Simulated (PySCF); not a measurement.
ReO3: from structure and modes to constants

Method: PySCF, UPBE, basis Re def2-SVP with ECP60, O def2-SVP (scalar-relativistic core potentials, no spin–orbit coupling, density fitting).

The doublet minimum has C3v symmetry. Masses (u): Re 186.95575, O 15.99492.

```xyz
4
charge 0 multiplicity 2, angstrom
Re    0.0000    0.0000   -0.0902
O     1.6594    0.0000    0.3608
O    -0.8297    1.4371    0.3608
O    -0.8297   -1.4371    0.3608
```

Harmonic wavenumbers (cm⁻¹): 218.8 (a1, ×1), 314.2 (e, ×2), 962.2 (e, ×2), 993.3 (a1, ×1).

Task: What is the harmonic zero-point energy?

Result: Half the sum of all 6 wavenumbers, 3765/2 = 1882 cm⁻¹, which is 22.5 kJ/mol (1 cm⁻¹ = 0.0119627 kJ/mol).

Task: Find the vibrational entropy and heat capacity at 298.15 K.

Result: With u = 1.43878 ω/T, each mode gives S = R[u/(eᵘ−1) − ln(1−e⁻ᵘ)] and C = R u² eᵘ/(eᵘ−1)².
```csv
ω (cm⁻¹),u,S (J/(mol K)),C (J/(mol K))
218.8,1.056,8.24,7.58
314.2 (×2),1.516,5.61,6.89
962.2 (×2),4.643,0.46,1.76
993.3,4.793,0.40,1.61
```
The sums over all modes are S = 20.8 and C = 26.5 J/(mol K); the softest mode gives 40 % of the entropy (each member, where degenerate).

Task: Give the standard entropy (298.15 K, 1 bar) by its translational, rotational, vibrational and spin parts, and Cp.

Result: Sackur–Tetrode with M = 234.94 u gives 176.9; rotation with symmetry number 3 gives 95.5; vibration 20.8; spin R ln 2 = 5.8. The total is 298.9 J/(mol K), and Cp = 4 R + 26.5 = 59.7 J/(mol K).

Other isomers or separated fragments may lie lower. Other spin states or occupations of the open shell can lie lower. No spin–orbit coupling is included, which matters more the heavier the element.
